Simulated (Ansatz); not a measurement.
Worked example: C2H6AlBr + GaH2(OH) → C2H7AlO + GaH2Br

Species: C2H6AlBr `C[CH2][AlH][Br]`, singlet; GaH2(OH), singlet; C2H7AlO `C[CH2][AlH][OH]`, singlet; GaH2Br `[GaH2][Br]`, singlet. The partners trade Br for OH: Al–Br and Ga–OH bonds give way to Al–OH and Ga–Br.

Shapes, held fixed at every level: PBE0-D4/def2-TZVP. Flexible molecules stand in one conformer, not always the lowest. Programs: Ansatz 0.2.0. The zero-point and thermal change to 298 K, harmonic and unscaled (PBE0-D4/def2-TZVP), is -0.5 kJ/mol.

At CCSD(T)/def2-TZVPP; 1 Eh = 2625.50 kJ/mol:

```
 species   energy (Eh)
C2H6AlBr  -2894.445642
GaH2(OH)  -2000.413314
 C2H7AlO   -397.462398
  GaH2Br  -4497.410693
```

Question: Work out ΔH(298 K) of the reaction at this level.

Answer: 
1. Products less reactants: (-397.462398) + (-4497.410693) − [(-2894.445642) + (-2000.413314)] = -0.014135 Eh = -37.1 kJ/mol.
2. With the thermal change: -37.1 + (-0.5) = -37.6 kJ/mol.

Other levels give -42.6 (B3LYP-D4/def2-TZVPP) to -32.6 kJ/mol (MP2/def2-SVP). No measured value is set beside it here. Relativity is left out for Br, Ga. Outer-core shells of Br, Ga are correlated, in sets that cover them unevenly.
